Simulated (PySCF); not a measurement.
Al(Cl)(OH)2 (AlClH₂O₂), SMILES [OH][Al]([OH])[Cl].

Geometry: PBE0-D3(BJ)/def2-SVP. The values are those of a single conformer.

These are r2SCAN/def2-TZVPD run with PySCF values and carry that method's errors.

```json
{
  "total_energy": "-854.44009 hartree",
  "point_group": "Cs",
  "highest_occupied_level": "-8.10 eV",
  "lowest_empty_level": "-1.34 eV",
  "orbital_gap": "6.76 eV",
  "dipole_moment": "1.78 D",
  "quadrupole, principal values (traceless, Buckingham form, about the centre of nuclear charge)": "-5.26, 1.65, 3.61 D·Å",
  "mean_static_polarisability": "45.6 bohr³ (6.76 Å³)",
  "polarisability_principal_values": "39.4, 45.7, 51.7 bohr³"
}
```
